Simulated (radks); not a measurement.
Ionisation of neutral fluorine, [He] 2s2 2p5, to [He] 2s2 2p4 as the strength of local exchange is varied. Method: Dirac Kohn-Sham, Slater X-alpha exchange (alpha = 2/3 is LDA exchange), no correlation, spin-unpolarised, spherical densities, point nucleus; open shells fill j = l - 1/2 first; computed with a radial shooting solver on a logarithmic mesh with Libxc functionals.

alpha  E(F) (hartree)  exchange (hartree)  IE (eV)  -e of the level emptied (eV)  <r> of it (bohr)
0.558       -97.09851            -7.40048   16.077                 8.236 (2p3/2)             1.154
0.667       -98.55393            -8.96600   18.017                 9.863 (2p3/2)             1.117
0.702       -99.02541            -9.47686   18.661                10.410 (2p3/2)             1.106
0.765       -99.87916           -10.40638   19.848                11.425 (2p3/2)             1.086
0.779      -100.06976           -10.61468   20.116                11.656 (2p3/2)             1.082
0.809      -100.47928           -11.06315   20.697                12.157 (2p3/2)             1.074
1.04       -103.68171           -14.61312   25.416                16.296 (2p3/2)             1.012

NIST Atomic Spectra Database: 17.423 eV (measured). The Delta-SCF value meets it near alpha = 0.63. Spin polarisation and multiplet splitting are left out, so open shells lie too high by an amount that depends on their filling.

Beside tabulated values, note that spin-unpolarised runs miss the spin-polarisation part of the exchange energy of open shells.
